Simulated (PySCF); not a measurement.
Delta-SCF ions had no search for a lower state. Excitations are Tamm–Dancoff values on a coarser integration grid. The basis has no diffuse functions, so Rydberg states are missing or too high.

## CH$_{3}$BO$_{3}$, SMILES `O=CB(O)O` (charge 0, multiplicity 1)

Method: M06-2X/def2-TZVP // B3LYP-D3(BJ)/def2-TZVP run with PySCF 2.14.0.

The HOMO comes out as -9.07 eV, the dipole moment is 1.68 D and the LUMO comes out as -0.91 eV. The HOMO–LUMO gap is 8.16 eV. The S1 excitation (TDA) is 3.11 eV and the S1 oscillator strength comes out as 0.000. The T1 excitation (TDA) is 2.52 eV and the S1–T1 gap (TDA) comes out as 0.60 eV. The vertical ionisation energy (Delta-SCF) is 10.28 eV and the total energy is -290.5421 Ha. The cost comes out as about 8 core-minutes (a rough figure).

```xyz
8

O      1.4263    -1.2685    -0.7447
C      1.1529    -0.4159     0.0775
B     -0.3213     0.2210     0.0956
O     -1.2197    -0.2202    -0.8175
O     -0.6182     1.1712     1.0149
H      1.9276    -0.0908     0.8035
H     -0.8243    -0.8968    -1.3860
H     -1.5234     1.5000     0.9566
```
